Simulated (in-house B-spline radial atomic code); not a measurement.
Settings and results of a run for Ar⁶⁺ (an excited or competing configuration). Computed with a B-spline radial code for spherical atoms: scalar-relativistic (X2C) wB97X, spin-polarised, spherical fractional occupations, exact exchange averaged over the configuration, Fermi nucleus of rms radius 3.4274 fm.

Command:
```bash
python run_scf.py task.json out
```
Settings (nuclear radius in fm, mass in u):
```
Z                18
configuration    [He] 2s2 2p5 3s2 4p1
hamiltonian      x2c
method           wb97x
spin_polarised   True
nucleus          fermi
rms_radius       3.4274
atomic_mass      39.96238
speed_of_light   137.035999084
exact_exchange   averaged over the configuration
```

Output (hartree, bohr):
```
 radial grid: 68 intervals, B-splines of order 8, outer radius 15.5224 bohr

 iter        energy (Eh)    residual
    1        -500.066863    8.83e-01
    2        -506.129562    2.31e-01
    3        -506.442988    8.97e-02
    4        -506.491540    3.40e-02
    5        -506.499574    8.56e-03
    6        -506.500060    2.50e-04
    7        -506.500061    4.06e-05
    8        -506.500061    3.67e-06
    9        -506.500061    3.87e-07
   10        -506.500061    5.34e-07
   11        -506.500061    8.73e-08

 total energy                      -506.50006
 kinetic                             509.8842
 electron-nucleus                  -1146.3802
 Hartree                             155.8427
 exact exchange                       -5.2381
 exchange-correlation                -20.6085

 orbital      occ     eigenvalue          <r>       <r^2>       <1/r>       r_max
 1s up      1.000      -122.0840    0.0854258  0.00982905      17.827     0.05581
 1s down    1.000      -121.9859    0.0853481  0.00980894     17.8386     0.05579
 2s up      1.000       -16.9691     0.401225    0.190213     3.68689      0.3325
 2s down    1.000       -16.7612     0.402794    0.191753     3.66761      0.3332
 2p up      3.000       -14.5800     0.360619    0.160193     3.57395      0.2739
 2p down    2.000       -14.3835      0.36247    0.161975     3.55951      0.2749
 3s up      1.000        -4.9462      1.11953     1.42605     1.26754        1.02
 3s down    1.000        -4.9247      1.12279     1.43061     1.26042       1.027
 4p up      1.000        -2.0517      2.44602     6.73281    0.568333        2.41
```

Run time, properties included: 0.4 s on 1 thread of AMD EPYC 7R43 64-Core Processor, on a shared host.
